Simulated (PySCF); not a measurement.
Numbering as in the mapped SMILES `[cH:1]1[cH:2][cH:3][c:4]2[c:5]([cH:6]1)[CH2:7][CH2:8][CH2:9][CH2:10]2`; H(Xn) means a hydrogen on atom n.

GIAO PBE0/pcSseg-1 shifts (PySCF 2.14, gas phase, non-relativistic, equivalent atoms averaged), each against references optimised in the same way as the molecule (TMS).

On the GFN2-xTB geometry: C4/C5 141.2, C3/C6 135.2, C1/C2 131.3, C7/C10 33.6, C8/C9 27.4, H(C1)/H(C2) 7.40, H(C3)/H(C6) 7.37, H(C7)/H(C10) 2.89, H(C8)/H(C9) 1.79 ppm.

Q: What changes on the PBE0-D3(BJ)/def2-SVP geometry?

A: 
| atoms | δ (ppm) | change |
| --- | --- | --- |
| C4/C5 | 141.4 | +0.2 |
| C3/C6 | 134.7 | -0.5 |
| C1/C2 | 131.1 | -0.2 |
| C7/C10 | 32.0 | -1.6 |
| C8/C9 | 25.7 | -1.7 |
| H(C1)/H(C2) | 7.21 | -0.19 |
| H(C3)/H(C6) | 7.15 | -0.22 |
| H(C7)/H(C10) | 2.70 | -0.19 |
| H(C8)/H(C9) | 1.66 | -0.13 |

Bonds between heavy atoms that differ most (equivalent bonds averaged): C4–C5 1.392 → 1.406 Å, C1–C2 1.385 → 1.395 Å, C3–C4 1.391 → 1.401 Å, C2–C3 1.381 → 1.390 Å, C5–C7 1.505 → 1.510 Å. Mean change of bonds to hydrogen: C–H +0.011 Å.
